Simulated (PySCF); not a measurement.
Exercise with solution: oscillator strength and radiative lifetime

Cd(OH)(NH2) (CdH3NO), SMILES [NH2][Cd][OH].

Coordinates come from a PBE0-D3(BJ)/def2-TZVP optimisation. The def2 effective core potentials stand for the cores of Cd; spin–orbit coupling is left out. The values are those of a single conformer.

PySCF with TDDFT-M06-2X/def2-SVPD puts the first singlet state with f over 0.02 at 5.05 eV (vertical), with the transition dipole (0.492, 0.441, 0.000) in atomic units.

Find the oscillator strength, the wavelength and the radiative lifetime that this transition would have in vacuum if emission retraced absorption.


|μ|² = 0.4365 au, so |μ| = 1.68 D. ΔE = 5.05/27.211 = 0.1856 hartree. f = (2/3) ΔE |μ|² = 0.054 (the program prints 0.054).
λ = 1239.84/5.05 = 246 nm; ν = 40731 cm⁻¹.
Einstein's coefficient A = 0.6670 ν² f s⁻¹ (ν in cm⁻¹) = 6.0e7 s⁻¹, so τ = 1/A = 17 ns. This state is S1. The figure is the radiative limit of this one transition; relaxation, internal conversion, crossing to triplets and a medium change what is measured.
